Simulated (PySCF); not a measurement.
C2H9NOSi2, SMILES [SiH3]/N=C\CO[SiH3].

Coordinates come from a r2SCAN-D4/def2-SVP optimisation. The structure was generated by enumeration; whether it is a known compound was not checked. Other conformers were not sampled.

The numbers are results of SMD-M06-2X/6-31G* run with PySCF, not measurements.

Solvation free energies are E(SMD) − E(gas) at the gas-phase geometry, for 1 M in both phases. In vacuum the dipole moment is 1.33 D.

**Question.** Rank water, 1-octanol, dichloromethane by solvation free energy, most negative first.

**Answer.** dichloromethane (-4.1 kcal/mol), 1-octanol (-3.5 kcal/mol), water (-1.1 kcal/mol)
